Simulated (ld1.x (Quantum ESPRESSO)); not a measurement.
**Plane-wave convergence, PAW potential for iodine (I)**

```json
{
  "Element": "I",
  "Generator": "ld1.x (Quantum ESPRESSO) 7.5",
  "Type": "PAW",
  "Functional": "PBE",
  "Relativity": "scalar-relativistic",
  "Frozen core": "[Kr]",
  "Valence charge": "17",
  "Reference configuration": "4d10 5s2 5p4.5 (charge +0.5)",
  "Partial waves": "5s (bound): rcut 1.40, rcutus 1.90 bohr; 5s channel at -0.9 Ry: rcut 1.40, rcutus 1.90 bohr; 5p (bound): rcut 1.40, rcutus 1.65 bohr; 5p channel at -0.15 Ry: rcut 1.40, rcutus 1.65 bohr; 4d (bound): rcut 0.90, rcutus 1.25 bohr; 4d channel at -1.25 Ry: rcut 0.90, rcutus 1.25 bohr",
  "Local potential": "all-electron potential smoothed inside 1.25 bohr (lloc = -1)",
  "Core correction": "Bessel-smoothed model core inside 0.75 bohr",
  "Augmentation charge": "BESSEL, radius 0.70 bohr"
}
```

The pseudo-atom Hamiltonian at the reference potential is diagonalised in spherical Bessel functions j_l(qr) that vanish at 20 bohr, with q² up to the cutoff. All-electron valence levels (Ry): 5s -1.5947, 5p -0.8153, 4d -4.0331.

**Question.** How do the lowest levels (Ry) of each channel move with the cutoff, and are there ghosts?

**Answer.**

```json
{"cutoff (Ry)": "8", "s #1": "-1.5911", "s #2": "-0.1974", "p #1": "-0.8439", "p #2": "-0.0939", "p #3": "0.0149", "d #1": "-0.5345", "f #1": "0.0362", "Σ f·Δε (mRy)": "35122.5"}
{"cutoff (Ry)": "15", "s #1": "-1.6022", "s #2": "-1.2643", "p #1": "-0.9559", "p #2": "-0.5459", "p #3": "-0.0826", "d #1": "-1.4895", "f #1": "0.0362", "Σ f·Δε (mRy)": "26083.6"}
{"cutoff (Ry)": "30", "s #1": "-12.1250", "s #2": "-1.5946", "p #1": "-6.5713", "p #2": "-0.8150", "p #3": "-0.0902", "d #1": "-3.3445", "f #1": "0.0362", "Σ f·Δε (mRy)": "6888.5"}
{"cutoff (Ry)": "45", "s #1": "-14.3886", "s #2": "-1.5947", "p #1": "-7.3305", "p #2": "-0.8153", "p #3": "-0.0902", "d #1": "-3.9250", "f #1": "0.0362", "Σ f·Δε (mRy)": "1082.1"}
{"cutoff (Ry)": "60", "s #1": "-14.7901", "s #2": "-1.5947", "p #1": "-7.4642", "p #2": "-0.8153", "p #3": "-0.0902", "d #1": "-4.0248", "f #1": "0.0362", "Σ f·Δε (mRy)": "83.1"}
{"cutoff (Ry)": "90", "s #1": "-14.8876", "s #2": "-1.5947", "p #1": "-7.5067", "p #2": "-0.8153", "p #3": "-0.0902", "d #1": "-4.0319", "f #1": "0.0362", "Σ f·Δε (mRy)": "13.0"}
{"cutoff (Ry)": "140", "s #1": "-14.8918", "s #2": "-1.5947", "p #1": "-7.5091", "p #2": "-0.8153", "p #3": "-0.0902", "d #1": "-4.0330", "f #1": "0.0362", "Σ f·Δε (mRy)": "1.7"}
{"cutoff (Ry)": "200", "s #1": "-14.8919", "s #2": "-1.5947", "p #1": "-7.5092", "p #2": "-0.8153", "p #3": "-0.0902", "d #1": "-4.0331", "f #1": "0.0362", "Σ f·Δε (mRy)": "0.3"}
{"cutoff (Ry)": "400", "s #1": "-14.8919", "s #2": "-1.5947", "p #1": "-7.5092", "p #2": "-0.8154", "p #3": "-0.0902", "d #1": "-4.0331", "f #1": "0.0362", "Σ f·Δε (mRy)": "0.0"}
```

Result: ghost states, extra bound levels that the all-electron valence spectrum of the same l lacks: s at -202.6 eV, p at -102.2 eV (a true bound ghost makes a file unfit for plane-wave use); 10 mRy is reached at 100 Ry and 1 mRy at 160 Ry.
